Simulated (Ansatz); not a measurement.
Basis-set extrapolation for `O=CB(O)[SiH3]` (PBE0-D4/def2-TZVP geometry, frozen core, Ansatz). Multiplicity 1, RHF reference.

```tsv
	def2-TZVPP	def2-QZVPP
HF	-504.240432	-504.259086
MP2 correlation	-0.844350	-0.907772
CCSD(T) correlation	-0.918032	not run
```

Energies in hartree. Use E(X) = E(∞) + A·exp(−7.88·√X) for Hartree–Fock and E(X) = E(∞) + B·X^(−2.97) for correlation, with X = 3 and 4, and add CCSD(T) minus MP2 of the smaller set to the MP2 limit.

Problem. What is the CCSD(T) energy at the basis-set limit?

Solution. HF limit: -504.259086 + (-0.018654) × 0.13774 = -504.26166. MP2 limit: -0.907772 + (-0.063422) × 0.74074 = -0.95475. Higher-order term: -0.918032 − (-0.844350) = -0.07368. Total: -505.29009 hartree, 3.58 eV below CCSD(T)/def2-TZVPP.
